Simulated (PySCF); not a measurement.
Isomers of C3H12N2OSi2, mass 148.049 u with the commonest isotopes. Method: PBE0/pcSseg-1 in PySCF (dipole) on a GFN2-xTB geometry, gas phase. One conformer each, none proved a minimum here; rigid rotors.

Question: Order these by radius of gyration √(Σ m r²/M), largest first.
A. `[CH3:1][CH:2]([CH3:3])[O:4][SiH:5]1[NH:6][SiH2:7][NH:8]1` with C1–C2–O4–Si5 172°, C2–O4–Si5–N6 -171°, O4–Si5–N6–Si7 -127°, Si5–N6–Si7–N8 8°, N6–Si7–N8–Si5 -8°, O4–Si5–N8–Si7 118°
B. `[CH3:1][N:2]([SiH3:3])[CH2:4][SiH2:5][C:6]([NH2:7])=[O:8]` with C1–N2–C4–Si5 -66°, N2–C4–Si5–C6 -152°, C4–Si5–C6–N7 80°, Si5–C6–N7–H 180° and 4°
C. `[CH2:1]=[N:2][CH2:3][CH2:4][Si@@H:5]([NH2:6])[O:7][SiH3:8]` with C1–N2–C3–C4 121°, N2–C3–C4–Si5 175°, C3–C4–Si5–N6 -166°, C4–Si5–N6–H 167° and -54°, C4–Si5–O7–Si8 -55°

Answer: B (2.563 Å), C (2.509 Å), A (2.296 Å).

Question: Order these by dipole moment, largest first.
A. `[CH3:1][N:2]([SiH3:3])[CH2:4][SiH2:5][C:6]([NH2:7])=[O:8]` with C1–N2–C4–Si5 -66°, N2–C4–Si5–C6 -152°, C4–Si5–C6–N7 80°, Si5–C6–N7–H 180° and 4°
B. `[CH3:1][CH:2]([CH3:3])[O:4][SiH:5]1[NH:6][SiH2:7][NH:8]1` with C1–C2–O4–Si5 172°, C2–O4–Si5–N6 -171°, O4–Si5–N6–Si7 -127°, Si5–N6–Si7–N8 8°, N6–Si7–N8–Si5 -8°, O4–Si5–N8–Si7 118°
C. `[CH2:1]=[N:2][CH2:3][CH2:4][Si@@H:5]([NH2:6])[O:7][SiH3:8]` with C1–N2–C3–C4 121°, N2–C3–C4–Si5 175°, C3–C4–Si5–N6 -166°, C4–Si5–N6–H 167° and -54°, C4–Si5–O7–Si8 -55°

Answer: A (3.05 D), C (1.60 D), B (1.36 D).

Question: Order these by rotational constant B, smallest first.
A. `[CH3:1][N:2]([SiH3:3])[CH2:4][SiH2:5][C:6]([NH2:7])=[O:8]` with C1–N2–C4–Si5 -66°, N2–C4–Si5–C6 -152°, C4–Si5–C6–N7 80°, Si5–C6–N7–H 180° and 4°
B. `[CH3:1][CH:2]([CH3:3])[O:4][SiH:5]1[NH:6][SiH2:7][NH:8]1` with C1–C2–O4–Si5 172°, C2–O4–Si5–N6 -171°, O4–Si5–N6–Si7 -127°, Si5–N6–Si7–N8 8°, N6–Si7–N8–Si5 -8°, O4–Si5–N8–Si7 118°
C. `[CH2:1]=[N:2][CH2:3][CH2:4][Si@@H:5]([NH2:6])[O:7][SiH3:8]` with C1–N2–C3–C4 121°, N2–C3–C4–Si5 175°, C3–C4–Si5–N6 -166°, C4–Si5–N6–H 167° and -54°, C4–Si5–O7–Si8 -55°

Answer: A (609.7 MHz), C (719.4 MHz), B (742.1 MHz).

| SMILES | point group | Ia (u·Å²) | Ib (u·Å²) | Ic (u·Å²) | κ | μa (D) | μb (D) | μc (D) |
| --- | --- | --- | --- | --- | --- | --- | --- | --- |
| CC(C)O[SiH]1N[SiH2]N1 | C1 | 134.18 | 681.01 | 746.30 | -0.96 | 0.87 | 0.69 | 0.78 |
| CN([SiH3])C[SiH2]C(N)=O | C1 | 180.92 | 828.90 | 934.55 | -0.94 | 1.99 | 1.57 | 1.69 |
| C=NCC[Si@@H](N)O[SiH3] | C1 | 261.68 | 702.55 | 899.50 | -0.77 | 0.13 | 1.38 | 0.80 |
